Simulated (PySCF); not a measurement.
Bonds broken one at a time in the series Ge OH-H. Gas-phase values, no solvent. One relaxed conformer stands for each flexible species; it need not be the lowest. Strings in code marks are SMILES.

The four lowest singlet excitations (Tamm–Dancoff). All values below come from PySCF 2.14.0 with ωB97X-D3(BJ)/def2-TZVP // PBE0-D3(BJ)/def2-TZVP. Excitations are Tamm–Dancoff values on a coarser integration grid. The basis has no diffuse functions, so Rydberg states are missing or too high.

| state | energy (eV) | wavelength (nm) | oscillator strength |
|---|---|---|---|
| S1 | 7.76 | 160 | 0.019 |
| S2 | 7.96 | 156 | 0.057 |
| S3 | 8.29 | 150 | 0.008 |
| S4 | 8.90 | 139 | 0.099 |

### Question
Name which member gives these states.
A) `[OH][GeH3]`
B) `[OH][GeH2][OH]` (H–O–Ge–O torsion -57°, O–Ge–O–H torsion 105°)
C) `[OH][GeH]([OH])[OH]`

### Answer
B, `[OH][GeH2][OH]` (H–O–Ge–O torsion -57°, O–Ge–O–H torsion 105°)
